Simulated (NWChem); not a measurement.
# InCl2F; SMILES [In]([Cl])([Cl])[F]

Results from NWChem. All runs use the structure optimised with PBE-D3(BJ)/def2-SVP. def2 effective core potentials on In; no spin-orbit coupling. B3LYP is NWChem's, with the RPA form of VWN correlation. Ions are spin-unrestricted doublets at the neutral geometry; other ion states weren't tried.

Task: Order these by “−ε(HOMO) (eV)”, lowest first: LRC-wPBEh/def2-SVP; B3LYP/def2-SVP; M06-2X/def2-SVP.

Result: B3LYP/def2-SVP (9.05), M06-2X/def2-SVP (10.78), LRC-wPBEh/def2-SVP (11.31)
